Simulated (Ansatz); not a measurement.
Ansatz (an electronic-structure program) input:

Ansatz 0.2 input:
```yaml
crystal:
  periodic: [false, false, false]
  atoms:
    - {symbol: Si, position_ang: [0.00447825, 0.44722389, 0.03708962]}
    - {symbol: F, position_ang: [1.27462254, -0.50979642, 0.10003501]}
    - {symbol: F, position_ang: [-1.28434259, -0.46090360, -0.18053807]}
    - {symbol: H, position_ang: [-0.12390715, 1.13730127, 1.32828116]}
    - {symbol: H, position_ang: [0.14869209, 1.33786439, -1.12300826]}
basis:
  gaussian:
    orbitals: def2-TZVP
hamiltonian:
  xc: {name: wB97X-V}
relax: {f_tol: 0.003, max_steps: 100}
```

Task: Predict the final energy.

Result: -490.49372 Eh (wB97X-V/def2-TZVP). The basis has 111 functions.
